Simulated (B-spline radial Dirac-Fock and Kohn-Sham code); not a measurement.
# Kohn-Sham estimates against Dirac-Fock for the levels of Bi²⁶⁺

System: Bi²⁶⁺, configuration 1s2 2s2 2p6 3s2 3p6 3d10 4s2 4p6 4d10 4f11.

The density-functional columns are spherical, spin-unpolarised Dirac-Kohn-Sham results without Breit or QED terms: −ε is minus the orbital energy of the initial state and ΔSCF the difference of two total energies. The reference in the last column comes from Dirac-Fock energy differences between relaxed states, corrected for Breit and QED terms. All numbers are from a radial finite-basis atomic code, in eV; a selection of levels is shown. For the 1s level of heavy atoms much of the gap between ΔSCF and the reference is the Breit and QED part, -514.8 eV here; for other levels the error of the functional can be larger.

```
level   LDA −ε  LDA ΔSCF  Dirac-Fock
   1s  91153.8   91824.6     91319.3
   2s  16991.1   17129.6     17181.0
2p1/2  16369.2   16544.7     16500.7
2p3/2  14050.9   14197.6     14206.4
   3s   4667.0    4718.1      4779.0
3p1/2   4383.8    4438.0      4475.3
3p3/2   3863.0    3912.4      3954.4
3d3/2   3394.9    3452.0      3463.7
3d5/2   3284.2    3339.6      3355.0
   4s   1615.2    1643.2      1677.3
4p1/2   1491.0    1519.0      1544.0
4p3/2   1356.0    1382.4      1408.4
4d3/2   1152.5    1178.9      1190.8
4d5/2   1126.3    1152.3      1164.8
   4f    859.0     885.6       884.0
```

Values without a named source are computed, but for edge energies of neutral atoms, which are taken from tables.
